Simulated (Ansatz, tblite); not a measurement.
Removing an electron: CuF2. The state is a doublet with charge 0. Geometry: PBE-D4/def2-TZVP. Ansatz, gas phase; energy differences of separate SCF runs; the oxidised species is a triplet (the singlet lies 1.23 eV higher at PBE0-D4/def2-TZVP).

```xyz
3

Cu    0.000    0.000    0.000
F    -0.704    1.502   -0.516
F     0.704   -1.502    0.516
```

The xTB rows come from tblite. Correlated methods freeze 11 core orbitals. In CCSD on the charge 1 triplet the largest single amplitude is 0.28, so its Hartree–Fock determinant may place the open shell otherwise than the density functionals do. HOMO above LUMO, or a gap near zero within one spin, warns that the state may not be the lowest or that an electron is smeared out. No other spin state of charge 0 was run.

```
              level  −HOMO (eV)  vertical IE (eV)  −LUMO (eV)  HOMO–LUMO gap (eV)                                  remarks
           GFN1-xTB           –             15.34           –                   –                                        –
           GFN2-xTB           –             17.17           –                   –                                        –
   PBE-D4/def2-TZVP        7.70             12.08        7.67                0.03  gap within one spin near zero (doublet)
r2SCAN-D4/def2-TZVP        8.25             12.30        7.41                0.84                                        –
  PBE0-D4/def2-TZVP       10.04             12.81        6.02                4.02                                        –
    CCSD/def2-TZVPP           –             13.49           –                   –            large T1 (0.062) (+1 triplet)
 CCSD(T)/def2-TZVPP           –             13.41           –                   –            large T1 (0.062) (+1 triplet)
```

Relaxing the oxidised species (PBE-D4/def2-TZVP) changes its energy by -0.01 eV at PBE-D4/def2-TZVP, so the adiabatic ionisation energy to this nearest minimum is 12.08 eV. At PBE0-D4/def2-TZVP it is 12.79 eV.  Run but left out: HF/def2-TZVPP, MP2/def2-TZVPP (charge +1 triplet: a determinant that CCSD turns far, T1 0.062).  HOMO and LUMO are the levels of the spin that leaves or enters (xTB has no such levels and no spin-polarisation term). Other spin states of the ions may lie lower, which would lower the ionisation energy or raise the affinity. Raw xTB energy differences between charge states are shifted by several eV; the methods need an empirical correction for them.
